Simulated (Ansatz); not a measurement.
Computed with Ansatz on PBE0-D4/def2-TZVP structures; ΔE is electronic, products minus reactants. CCSD(T)/CBS adds triple-zeta CCSD(T) − MP2 to the extrapolated MP2 energy (def2 sets, frozen cores). This one scheme is used for every species. DFT in def2-TZVPP.

Reaction (hydrogenolysis of the Si–F bond): `F[Si]1(F)[CH2][AlH]1` + H₂ → `F[SiH]1[CH2][AlH]1` + H–F

```json
{"level": "ωB97M-V", "ΔE (kJ/mol)": "127.6"}
{"level": "MP2/CBS(def2)", "ΔE (kJ/mol)": "126.6"}
```

What does CCSD(T)/CBS give? (Estimate.)

Ansatz gave: +123.1 kJ/mol. The listed levels differ from it by 4.5, 3.5 kJ/mol.

Largest T1 diagnostic among the species: 0.013.

At CCSD(T), def2-SVP lies −15.3 kJ/mol from the extrapolated value and def2-TZVPP −1.2 kJ/mol. Leaving LDA and LC-ωPBE aside and taking each functional with its dispersion term where it has one, the values, not all of them listed here, spread over 14.5 kJ/mol, from HSE06-D4 to r2SCAN-D4.
